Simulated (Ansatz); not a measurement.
All numbers were calculated with Ansatz.

CH₇FO₂SSi₂, SMILES `C[SiH](F)S[SiH](O)O`. Total charge 0; spin multiplicity 1. All single points use the PBE0-D4/def2-TZVP geometry. It is one conformer, not always the lowest.

```xyz
14

C     0.817    2.670   -0.085
Si   -0.134    1.103    0.157
F    -0.116    0.724    1.726
S     0.818   -0.451   -0.928
Si   -0.547   -2.063   -0.517
O     0.338   -3.434   -0.546
O    -1.348   -1.775    0.874
H     0.384    3.473    0.516
H     0.787    2.971   -1.135
H     1.861    2.541    0.207
H    -1.563    1.222   -0.209
H    -1.569   -2.227   -1.561
H     1.180   -3.445   -0.088
H    -0.909   -1.308    1.589
```

Q: What is the dipole moment at ωB97M-V/def2-TZVPP? (Estimate.)

A: The calculation gave: 2.45 D, with components (1.50, 1.88, 0.48) D in this frame, pointing from negative to positive charge.

Q: And with PBE, r2SCAN, B3LYP? (An estimate is asked.)

A: The calculation gave: PBE 2.36 D, r2SCAN 2.42 D, B3LYP 2.43 D.

Q: Give the Mulliken charges with ωB97M-V, r2SCAN, PBE in def2-TZVPP. (Estimate.)

A: The calculation gave: 
| atom | ωB97M-V | r2SCAN | PBE |
| --- | --- | --- | --- |
| C1 | -0.44 | -0.31 | -0.38 |
| Si2 | 0.54 | 0.64 | 0.53 |
| F3 | -0.33 | -0.34 | -0.30 |
| S4 | -0.32 | -0.38 | -0.32 |
| Si5 | 0.58 | 0.67 | 0.54 |
| O6 | -0.36 | -0.39 | -0.33 |
| O7 | -0.36 | -0.39 | -0.33 |
| H8 | 0.12 | 0.08 | 0.11 |
| H9 | 0.13 | 0.09 | 0.12 |
| H10 | 0.13 | 0.09 | 0.12 |
| H11 | -0.03 | -0.08 | -0.08 |
| H12 | -0.03 | -0.08 | -0.07 |
| H13 | 0.18 | 0.20 | 0.19 |
| H14 | 0.19 | 0.21 | 0.20 |

B3LYP here is the variant with VWN-RPA as its local correlation; programs differ in this.
